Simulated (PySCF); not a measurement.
These compounds are isomers of formula C$_{7}$H$_{12}$O.

A. SMILES CC(C)O[C@H]1[C@@H]2C[C@@H]21
B. `C=CC1(OC)CCC1`
C. `C1(C2COC2)CCC1`

Spectrum 1. 1H NMR (400 MHz, computed): δ 4.90 (m, 2H), 4.41 (m, 2H), 2.80 (m, 1H), 2.71 (m, 1H), 2.17 (m, 2H), 2.01 (m, 1H), 1.83 (m, 1H), 1.45 (m, 2H). 13C{1H} NMR (computed): δ 78.4 (CH2), 46.0 (CH), 40.0 (CH), 26.3 (CH2), 16.6 (CH2).

Spectrum 2. 1H NMR (400 MHz, computed): δ 6.30 (m, 1H), 5.62 (m, 1H), 5.58 (m, 1H), 3.22 (s, 3H), 2.41 (m, 2H), 1.95 (m, 2H), 1.81 (m, 1H), 1.67 (m, 1H). 13C{1H} NMR (computed): δ 150.1 (CH), 121.1 (CH2), 80.0 (C), 50.8 (CH3), 36.3 (CH2), 11.7 (CH2).

Spectrum 3. 1H NMR (400 MHz, computed): δ 3.60 (sept, 1H), 2.40 (m, 1H), 1.75 (m, 2H), 1.15 (d, 6H), 0.99 (m, 1H), -0.25 (m, 1H). 13C{1H} NMR (computed): δ 76.5 (CH), 72.7 (CH), 24.3 (CH3), 16.0 (CH2), 2.6 (CH).

Theory: GFN2-xTB structure, PBE0/pcSseg-1 with gauge-including orbitals, in PySCF 2.14.0 with density-fitted response routines (non-relativistic Hamiltonian, a single conformation, gas phase, equivalent nuclei averaged).

References, each an isolated molecule treated in the same way: TMS for 1H (31.72 ppm), 13C (186.93 ppm). Where no couplings were computed, multiplicities follow the n + 1 count of equivalent neighbours, and m marks all less simple cases (inequivalent or close neighbours, rings, F or P nearby). Shifts are as computed. Against solution values, carbons near 30 ppm lie about +3 ppm off and those near 130 ppm about +5 ppm. Of 1211 compounds with measured shifts, 218 miss one by over three times the rms of a fit or turn the order of signals round; such compounds aren't used in these exercises.

Question: Which spectrum belongs to which compound?

Answer: 1–C, 2–B, 3–A.

- Spectrum 1 (C): 5 13C signals; δC 78.4 is an sp3 CH2 bonded to O; δC 46.0 is an sp3 CH in a ring.
- Spectrum 2 (B): 6 13C signals; δC 150.1 is an alkene CH; δC 121.1 is a terminal =CH2 carbon.
- Spectrum 3 (A): 5 13C signals; δC 76.5 is an sp3 CH bonded to O; δC 72.7 is a three-membered-ring carbon.
